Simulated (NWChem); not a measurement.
System: GaH, singlet; SMILES [GaH]

Results from NWChem. Pople sets run with spherical d functions. Low-valent species are run as closed-shell singlets; no triplet was tried in these runs. Geometry: optimised at PBE0/def2-SVP.

### Question
Taking B3LYP/def2-QZVP as the yardstick, which of these has the fewest basis functions while keeping “highest occupied level (eV)” within 0.2 eV of it: B3LYP/def2-TZVPD; B3LYP/6-31G*; B3LYP/3-21G; B3LYP/STO-3G; B3LYP/6-311G**?

### Answer
B3LYP/6-31G*.
```
level             basis functions  highest occupied level (eV)
----------------  ---------------  ---------------------------
B3LYP/STO-3G                   19                        -2.39
B3LYP/3-21G                    24                        -5.51
B3LYP/6-31G*                   34                        -5.81
B3LYP/6-311G**                 50                        -5.83
B3LYP/def2-TZVPD               63                        -5.82
B3LYP/def2-QZVP               105                        -5.84
```

The yardstick is one finite set, not the basis-set limit.
